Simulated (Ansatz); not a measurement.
`C/C(F)=C\C(F)(F)F`, 12 atoms. Total charge 0; spin multiplicity 1. All runs use 4 threads of an Arm Neoverse V2 on a shared host. Correlated methods freeze the cores.

Task: How many basis functions does each run have, and how long does it take in Ansatz? RHF-CCSD(T)/def2-SVP energy; RKS ωB97M-V/def2-TZVPP energy and forces; RHF-MP2/def2-QZVPP energy; RKS HSE06 (plane-wave form)-D4/def2-TZVPP energy; RKS ωB97M-V/def2-SVP energy; direct RPA on PBE orbitals/def2-TZVPP energy; RKS BHLYP-D4/def2-TZVPP energy; RKS PBE0-D4/def2-TZVP frequencies; RHF-MP2/def2-TZVPP energy; RKS r2SCAN-D4/def2-TZVPP energy and forces; RKS ωB97M-V/def2-QZVPP energy; RKS PBE0-D4/def2-QZVPP energy. (Best estimate.)

Result: Computed: Other jobs shared the machine, so times are rough.

```tsv
level	job	functions	wall time	peak host memory (GiB)
RKS BHLYP-D4/def2-TZVPP	energy	304	4.6 s	0.97
RKS HSE06 (plane-wave form)-D4/def2-TZVPP	energy	304	4.7 s	0.96
RKS ωB97M-V/def2-SVP	energy	132	6 s	0.56
RHF-MP2/def2-TZVPP	energy	304	6.5 s	0.97
RKS r2SCAN-D4/def2-TZVPP	energy and forces	304	7 s	0.47
direct RPA on PBE orbitals/def2-TZVPP	energy	304	9.5 s	0.96
RKS PBE0-D4/def2-QZVPP	energy	576	13 s	2.5
RKS ωB97M-V/def2-TZVPP	energy and forces	304	16 s	1.3
RKS ωB97M-V/def2-QZVPP	energy	576	27 s	3
RHF-CCSD(T)/def2-SVP	energy	132	29 s	1.1
RHF-MP2/def2-QZVPP	energy	576	41 s	4.9
RKS PBE0-D4/def2-TZVP	frequencies	272	4.9 min	0.97
```
